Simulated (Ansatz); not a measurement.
CH5GeNOS, SMILES `O[C]1(S)[NH][GeH2]1`, relaxed with RKS PBE-D4/def2-SVP in the Gaussian-basis code of Ansatz from a rough embedded geometry. The force threshold is 0.03 eV/Å; the program also tests the step.

The species carries charge 0 and has multiplicity 1.

Start:

```xyz
10

O    -0.107   -0.513    1.515
C    -0.003   -0.457    0.137
S    -0.717   -1.788   -0.879
N     1.222    0.039   -0.386
Ge   -0.137    1.321   -0.550
H     0.350   -1.441    1.744
H    -2.047   -1.483   -0.428
H     1.811    0.336    0.446
H    -0.479    1.488   -2.040
H     0.107    2.499    0.441
```

| step | energy (eV) | largest force (eV/Å) | largest move (Å) |
| --- | --- | --- | --- |
| 1 | -71974.7884 | 2.728 | 0.000 |
| 2 | -71975.1355 | 0.936 | 0.183 |
| 3 | -71975.1926 | 0.369 | 0.124 |
| 4 | -71975.2002 | 0.173 | 0.058 |
| 5 | -71975.2033 | 0.178 | 0.052 |
| 6 (rejected) | -71975.2010 | 0.351 | 0.059 |
| 7 | -71975.2065 | 0.076 | 0.029 |
| 8 | -71975.2077 | 0.031 | 0.047 |
| 9 | -71975.2080 | 0.071 | 0.035 |
| 10 | -71975.2082 | 0.037 | 0.006 |
| 11 | -71975.2082 | 0.017 | 0.006 |

End:

```xyz
10

O    -0.099   -0.526    1.522
C    -0.016   -0.407    0.137
S    -0.661   -1.867   -0.763
N     1.211    0.068   -0.443
Ge   -0.149    1.430   -0.580
H    -0.004   -1.482    1.716
H    -1.915   -1.799   -0.230
H     1.939    0.186    0.276
H    -0.378    1.813   -2.056
H     0.074    2.584    0.421
```

Run time 18 s (4 threads of an Arm Neoverse V1 on a shared host); peak host memory 0.19 GiB.
